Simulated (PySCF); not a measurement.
MoF5H, SMILES [MoH]([F])([F])([F])([F])[F], multiplicity 1.

Geometry: B3LYP-D3(BJ)/def2-SVP. The geometry has at least one imaginary mode, so it is a saddle point at that level. The spin state was assumed, not searched. The structure was generated by enumeration; whether it is a known compound was not checked. The def2 effective core potentials stand for the cores of Mo; spin–orbit coupling is left out.

Two levels are set side by side: PBE/def2-TZVP (PySCF) and M06-2X/def2-TZVP (PySCF). Same geometry, gas phase. Differences are taken from unrounded values.

```tsv
quantity	M06-2X	PBE	PBE minus M06-2X
orbital gap (eV)	6.60	1.97	-4.64
highest occupied level (eV)	-11.52	-8.11	3.40
lowest empty level (eV)	-4.91	-6.15	-1.23
dipole moment (D)	0.71	0.03	-0.68
mean polarisability (bohr³)	45.4	48.9	3.5
```

PBE's occupied levels lie high since its potential decays too fast outside the molecule; exact exchange lowers them and widens the gap. PBE's more diffuse valence density responds more strongly to a field. Differences between two approximate levels are no errors against the true value.

Rough cost on one machine, each run with all the roots and properties that it gave: M06-2X against PBE about 4 times.
